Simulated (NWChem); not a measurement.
All runs are NWChem calculations. System: C₂HF₂O₂, charge 1, spin multiplicity 1, at the geometry of a parent with another charge or spin, in a state set for the comparison that need not be this species' ground state. Level: RHF/def2-SVPD.

The NWChem input:

```
start mol
memory heap 200 mb stack 900 mb global 1100 mb
charge 1
geometry units angstroms nocenter noautoz noautosym
  O     -0.980332    -1.510377     0.027796
  C     -0.709001    -0.327953     0.004654
  O     -1.614338     0.674283     0.015807
  C      0.644631     0.176169    -0.071751
  F      1.669892    -0.628387    -0.008751
  F      0.956022     1.444633     0.009709
  H     -2.489641     0.253244     0.045129
end
basis spherical
  * library def2-svpd
end
scf
  rhf
  nopen 0
  maxiter 100
  thresh 1e-7
  semidirect memsize 60000000 filesize 0
end
task scf energy
```

Part of the output:

```
             Northwest Computational Chemistry Package (NWChem) 7.3.0
             --------------------------------------------------------

                                NWChem Input Module
                                -------------------

 Scaling coordinates for geometry "geometry" by  1.889725989
 (inverse scale =  0.529177249)

                             Geometry "geometry" -> ""
                             -------------------------

 Output coordinates in angstroms (scale by  1.889725989 to convert to a.u.)

  No.       Tag          Charge          X              Y              Z
 ---- ---------------- ---------- -------------- -------------- --------------
    1 O                    8.0000    -0.98033200    -1.51037700     0.02779600
    2 C                    6.0000    -0.70900100    -0.32795300     0.00465400
    3 O                    8.0000    -1.61433800     0.67428300     0.01580700
    4 C                    6.0000     0.64463100     0.17616900    -0.07175100
    5 F                    9.0000     1.66989200    -0.62838700    -0.00875100
    6 F                    9.0000     0.95602200     1.44463300     0.00970900
    7 H                    1.0000    -2.48964100     0.25324400     0.04512900

 Effective nuclear repulsion energy (a.u.)     237.2795615646

            Nuclear Dipole moment (a.u.)
            ----------------------------
        X                 Y               Z
 ---------------- ---------------- ----------------
     0.0000094486     0.0000037795    -0.0000132281


 Summary of "ao basis" -> "" (spherical)
 ------------------------------------------------------------------------------
       Tag                 Description            Shells   Functions and Types
 ---------------- ------------------------------  ------  ---------------------
 *                         def2-svpd                  on all atoms

 Summary of "ao basis" -> "ao basis" (spherical)
 ------------------------------------------------------------------------------
       Tag                 Description            Shells   Functions and Types
 ---------------- ------------------------------  ------  ---------------------
[...]
    53      0.362166  3 O  pz                10     -0.306093  1 O  pz
    30     -0.172174  2 C  pz

 Vector   24  Occ=0.000000D+00  E=-3.056036D-01
              MO Center=  2.8D-01, -6.7D-02, -1.0D-01, r^2= 2.0D+00
   Bfn.  Coefficient  Atom+Function         Bfn.  Coefficient  Atom+Function
  ----- ------------  ---------------      ----- ------------  ---------------
    73      0.540137  4 C  pz                76      0.427886  4 C  pz
     7     -0.249418  1 O  pz                10     -0.224027  1 O  pz
   116      0.214197  6 F  pz                93      0.213071  5 F  pz
    96     -0.186824  5 F  pz               119     -0.187541  6 F  pz
    69     -0.156973  4 C  s

 Vector   25  Occ=0.000000D+00  E=-1.023742D-01
              MO Center=  5.9D-01,  2.1D-01, -1.4D-01, r^2= 7.3D+00
   Bfn.  Coefficient  Atom+Function         Bfn.  Coefficient  Atom+Function
  ----- ------------  ---------------      ----- ------------  ---------------
    70      5.129275  4 C  s                 27      2.191232  2 C  s
    90     -2.107613  5 F  s                113     -1.961995  6 F  s
     4     -1.230510  1 O  s                 47     -0.846286  3 O  s
    26     -0.715026  2 C  s                121      0.580601  6 F  py
    97      0.501617  5 F  px                54     -0.440008  3 O  px

 Vector   26  Occ=0.000000D+00  E=-6.364352D-02
              MO Center= -1.9D+00,  8.2D-02,  2.0D-02, r^2= 8.5D+00
   Bfn.  Coefficient  Atom+Function         Bfn.  Coefficient  Atom+Function
  ----- ------------  ---------------      ----- ------------  ---------------
    27      9.805232  2 C  s                 70     -4.285999  4 C  s
     4     -3.851762  1 O  s                 47     -2.257269  3 O  s
   113      1.452633  6 F  s                 54     -1.281920  3 O  px
    90      1.181144  5 F  s                 12     -0.958623  1 O  py
   134     -0.922985  7 H  s                 69     -0.657035  4 C  s

 center of mass
 --------------
 x =   0.10155562 y =   0.01129799 z =  -0.00087639

 moments of inertia (a.u.)
 ------------------
         331.106500972350         -57.359930807897           5.895070595803
         -57.359930807897         515.921904187201           1.029538074250
           5.895070595803           1.029538074250         846.430817876407

  Mulliken analysis of the total density
  --------------------------------------

    Atom       Charge   Shell Charges
 -----------   ------   -------------------------------------------------------
    1 O    8     8.56   1.99  1.11  0.77  0.10  2.73  1.68  0.12  0.02  0.03
    2 C    6     4.94   1.99  0.92 -0.05 -0.16  1.92  0.25  0.15 -0.08
    3 O    8     8.58   1.99  1.07  0.74  0.07  2.84  1.77  0.09  0.02 -0.01
    4 C    6     4.20   1.99  1.01 -0.06 -0.19  1.61 -0.12  0.14 -0.18
    5 F    9     9.48   1.99  1.15  0.83  0.12  3.28  1.95  0.12  0.01  0.02
    6 F    9     9.50   1.99  1.15  0.83  0.13  3.28  1.96  0.13  0.01  0.02
    7 H    1     0.76   0.65  0.02  0.07  0.03

       Multipole analysis of the density wrt the origin
       ------------------------------------------------

     L   x y z        total         open         nuclear
     -   - - -        -----         ----         -------
     0   0 0 0      1.000000      0.000000     47.000000

     1   1 0 0     -0.035837      0.000000      0.000009
     1   0 1 0      0.425586      0.000000      0.000004
     1   0 0 1     -0.124163      0.000000     -0.000013

     2   2 0 0    -13.430721      0.000000    262.714138
     2   1 1 0      0.197875      0.000000     27.029657
     2   1 0 1     -0.310745      0.000000     -3.141782
     2   0 2 0    -23.955480      0.000000    161.124090
     2   0 1 1     -0.012763      0.000000     -0.530084
     2   0 0 2    -20.650495      0.000000      0.152746

 Task  times  cpu:       19.1s     wall:       19.1s

 Total times  cpu:       19.1s     wall:       19.1s
```
